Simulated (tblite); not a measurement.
C$_{2}$H$_{5}$O$_{2}$, doublet, at a GFN2-xTB geometry; GFN1-xTB run with tblite 0.6.0.

tblite was given this input:
```
$ tblite run mol.xyz --method gfn1 --charge 0 --spin 1 --etemp 2000 --json tblite.json --no-restart

# file mol.xyz
9

O      1.45927738     0.02778941    -0.23541557
C      0.46019833    -0.76855530     0.28492176
C     -0.92705042    -0.32816036    -0.01705619
O     -1.09126029     1.06468619     0.06151465
H      2.31800873    -0.36208939    -0.05234673
H      0.67141655    -1.81197916     0.45025745
H     -1.22840847    -0.67006263    -1.03296522
H     -1.62308817    -0.78008687     0.69653920
H     -0.28095298     1.46470716    -0.27747091
```

It wrote (shortened):

```
xTB calculator
 | screened Coulomb repulsion
 | Coulomb electrostatics
 |  * isotropic Klopman-Ohno-Mataga-Nishimoto electrostatics
 |  * onsite third-order electrostatics
 | DFT-D3(BJ) dispersion correction

halogen bonding energy    0.0000000000000E+00 Eh
repulsion energy          1.1978850784985E-01 Eh
dispersion energy        -1.9832966585178E-03 Eh
number of electrons       2.5000000000000E+01 e
integral cutoff           1.9731147476801E+01 bohr

------------------------------------------------------------
  cycle        total energy    energy error   density error
------------------------------------------------------------
      1     -16.09739223842  -1.6215197E+01   6.0983814E-01
      2     -16.22869739667  -1.3130516E-01   3.2406465E-01
      3     -16.23444749666  -5.7501000E-03   9.4857300E-02
      4     -16.23558886044  -1.1413638E-03   1.1967811E-02
      5     -16.23574298203  -1.5412159E-04   6.9098004E-03
      6     -16.23579775963  -5.4777601E-05   2.0245796E-03
      7     -16.23580619686  -8.4372315E-06   3.9016158E-04
      8     -16.23580648687  -2.9000789E-07   2.4138389E-05
      9     -16.23580648767  -7.9933571E-10   4.8671234E-06
------------------------------------------------------------

electronic energy        -1.6353611698863E+01 Eh
total energy             -1.6235806487671E+01 Eh

Post processing:
 | Mayer-Wiberg bond orders

[Info] JSON dump of results written to 'tblite.json'
```
